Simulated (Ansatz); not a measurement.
One change: `CBI` becomes `[CH3][AlH][I]`.

Ansatz, PBE0-D4/def2-TZVP geometries, multiplicity 1. 

Elements past krypton have def2 core potentials.

```json
{"property": "size of the dipole moment (B3LYP/def2-TZVPP) / D", "`CBI`": "1.42"}
{"property": "size of the dipole moment (PBE/def2-TZVPP) / D", "`CBI`": "1.33"}
{"property": "HOMO energy (B3LYP/def2-TZVPP) / eV", "`CBI`": "-7.14"}
{"property": "HOMO–LUMO gap (PBE/def2-TZVPP) / eV", "`CBI`": "3.71"}
{"property": "size of the dipole moment (ωB97M-V/def2-TZVPP) / D", "`CBI`": "1.52"}
{"property": "LUMO energy (PBE0/def2-TZVPP) / eV", "`CBI`": "-1.62"}
```

**Question.** What does the change do to each property? (Estimate.)

**Answer.** Computed: 
```json
{"property": "size of the dipole moment (B3LYP/def2-TZVPP) / D", "`[CH3][AlH][I]`": "1.75", "shift": "0.33"}
{"property": "size of the dipole moment (PBE/def2-TZVPP) / D", "`[CH3][AlH][I]`": "1.69", "shift": "0.36"}
{"property": "HOMO energy (B3LYP/def2-TZVPP) / eV", "`[CH3][AlH][I]`": "-7.24", "shift": "-0.10"}
{"property": "HOMO–LUMO gap (PBE/def2-TZVPP) / eV", "`[CH3][AlH][I]`": "4.20", "shift": "0.49"}
{"property": "size of the dipole moment (ωB97M-V/def2-TZVPP) / D", "`[CH3][AlH][I]`": "1.85", "shift": "0.33"}
{"property": "LUMO energy (PBE0/def2-TZVPP) / eV", "`[CH3][AlH][I]`": "-1.42", "shift": "0.20"}
```

With PBE0 the HOMO falls by 0.12 eV and the LUMO rises by 0.20 eV, so the gap widens by about 0.32 eV. PBE moves the HOMO by -0.11 eV and ωB97M-V by -0.08 eV. Dipoles are sizes alone; their direction can turn.

B3LYP here is the variant with VWN-RPA as its local correlation; programs differ in this.

Spin–orbit coupling is left out; it splits and shifts lone-pair levels of the heavy atoms by tenths of an eV.
